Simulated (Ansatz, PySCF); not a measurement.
C$_{5}$H$_{13}$BO (SMILES CCOB(C)CC), singlet, geometry from GFN2-xTB. Base run: CASSCF(2,3)/STO-3G in PySCF.

Input for PySCF:
```python
from pyscf import gto, scf, mcscf
import numpy

mol = gto.Mole()
mol.atom = '''
    B     0.503158   -0.124293    0.330212
    C     0.317110   -0.314861    1.904070
    H    -0.571730   -0.907439    2.119051
    H     0.174414    0.643758    2.401919
    H     1.160592   -0.808006    2.377417
    C     1.765298   -0.735420   -0.440061
    C     1.848503   -2.262122   -0.333779
    H     2.685933   -0.316688   -0.026024
    H     1.739208   -0.459711   -1.495202
    H     0.968173   -2.721313   -0.777513
    H     1.904842   -2.572076    0.706923
    H     2.728490   -2.638845   -0.851876
    O    -0.371920    0.542528   -0.426494
    C    -1.553563    1.157205    0.040553
    C    -2.285694    1.800167   -1.129771
    H    -2.193106    0.406207    0.521380
    H    -1.300352    1.916583    0.791349
    H    -2.539563    1.045497   -1.869464
    H    -3.197145    2.278584   -0.781552
    H    -1.650109    2.544868   -1.601589
'''
mol.basis = 'sto-3g'
mol.charge = 0
mol.spin = 0
mol.verbose = 3
mol.build()

mf = scf.RHF(mol)
mf.kernel()
mc = mcscf.CASSCF(mf, 3, 2)
mc.fix_spin_(ss=0.0)
mc.kernel()
occ = numpy.linalg.eigvalsh(mc.fcisolver.make_rdm1(mc.ci, mc.ncas, mc.nelecas))[::-1]
ss = mc.fcisolver.spin_square(mc.ci, mc.ncas, mc.nelecas)[0]
print('natural occupations', occ.round(4), ' <S^2>', round(ss, 4))
```

Programs used: Ansatz (a quantum-chemistry and plane-wave program), PySCF; a row that names a program was run with it.

Variants of this job, named by their change:

| change | ΔE vs base (kcal/mol) | natural occupations | <S^2> of the state |
|---|---|---|---|
| base | 0.000 | 1.98 0.02 0.00 | 0.00 |
| active space = 10 electrons, 8 orbitals | -31.34 | 2.00 2.00 1.98 1.98 1.97 0.03 0.02 0.02 | 0.00 |
| correction = SC-NEVPT2 | -201.7 | 1.98 0.02 0.00 | 0.00 |
| start = MP2 natural orbitals | -0.085 | 1.98 0.02 0.00 | 0.00 |
| active space = 2 electrons, 2 orbitals | 5.01 | 1.99 0.01 | 0.00 |
| code = ansatz; correction = SC-NEVPT2, all electrons | -202.2 | - | - |
| solver = newton | 0.000 | 1.98 0.02 0.00 | 0.00 |
| fix_spin_ = off | 0.000 | 1.98 0.02 0.00 | 0.00 |
| active space = 6 electrons, 8 orbitals | -21.26 | 1.98 1.98 1.97 0.03 0.02 0.01 0.00 0.00 | 0.00 |
| orbitals = fixed (CASCI) | 11.22 | 2.00 0.00 0.00 | 0.00 |
| active space = 8 electrons, 8 orbitals | -32.73 | 2.00 1.98 1.97 1.97 0.03 0.03 0.02 0.00 | 0.00 |

Active orbitals are taken around the Fermi level unless the row says otherwise; CASSCF can end in different local minima, and two programs can end on different orbitals. State-averaged rows give the lowest state.
